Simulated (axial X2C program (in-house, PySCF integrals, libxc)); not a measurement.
# AsP⁺ along the bond: HF, two-component

Computed with an axial X2C code built on PySCF integrals. Two-component (2c) means X2C with spin–orbit coupling and atomic mean-field two-electron Coulomb and Gaunt terms. Basis: As dyall-cv3z [9s9p6d4f1g], P dyall-v3z [8s7p2d1f] (cores contracted in-house); Gaussian nuclei, density fitting, unrestricted open shells. Masses: As 74.922 u, P 30.974 u.

State: Ω = 3/2 (⟨Sz⟩ = 0.50, ⟨Lz⟩ = 1.00 at HF). Dipoles are positive if P is the positive end and refer to the centre of mass.

Results along the bond:

```
R (Å)  μ (D)  HOMO (eV)  LUMO (eV)
1.811  1.189     -17.37      -8.73
1.895  1.164     -16.92      -8.48
1.957  1.107     -16.76      -8.34
2.019  1.017     -16.72      -8.23
2.082  0.903     -16.73      -8.14
2.155  0.750     -16.76      -8.07
2.228  0.594     -16.81      -8.01
2.321  0.417     -16.70      -7.97
2.436  0.280     -16.44      -7.93
2.603  0.202     -16.23      -7.87
```

One determinant describes the state; a PBE0 search over occupations chose it and may have missed a lower one. The determinant is spin-polarised beyond a pure state at some levels (its spin-free form has ⟨S²⟩ too high), which makes Re and μ there less reliable.
